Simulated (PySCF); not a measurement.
## PBE0 on Ar²⁺ (argon, charge +2)

Configuration: [Ne] 3s1 3p5, high-spin 3P determinant (an excited configuration). All numbers are calculated (PySCF 2.14, the spin-free X2C one-electron Hamiltonian (Gaussian nucleus), in x2c-QZVPPall (9s6p4d2f1g, 70 functions)).

```json
{
  "Total energy": "-527.0513 hartree",
  "One-electron energy": "-711.0513 hartree",
  "Hartree (Coulomb) energy": "214.0352 hartree",
  "Exchange-correlation energy": "-30.0352 hartree",
  "⟨S²⟩": "2.0021",
  "⟨L²⟩": "2.013",
  "Sum of ⟨r⟩": "11.88 bohr",
  "Sum of ⟨r²⟩": "15.94 bohr²",
  "Traceless quadrupole moment −½Σ⟨3z² − r²⟩ along its main axis": "0.920 e·bohr²",
  "Langevin diamagnetic susceptibility": "-12.6 ×10⁻⁶ cm³/mol"
}
```

```
shell  electrons  mean orbital energy (hartree)  spread (hartree)  rms radius, mean of both spins (bohr)
 1s α          1                     -116.92767                 0                                 0.0992
 1s β          1                     -116.90055                 0                                 0.0992
 2s α          1                      -12.45504                 0                                  0.449
 2s β          1                      -12.42163                 0                                  0.449
 2p α          3                       -9.90304           0.03218                                  0.418
 2p β          3                       -9.87201           0.00224                                  0.418
 3s α          1                       -2.04853                 0                                   1.41
 3p α          3                       -1.43774           0.07233                                   1.58
 3p β          2                       -1.31981                 0                                   1.58
```

Densities and radii are taken from the X2C orbitals without a picture-change correction, which distorts them close to the nucleus.
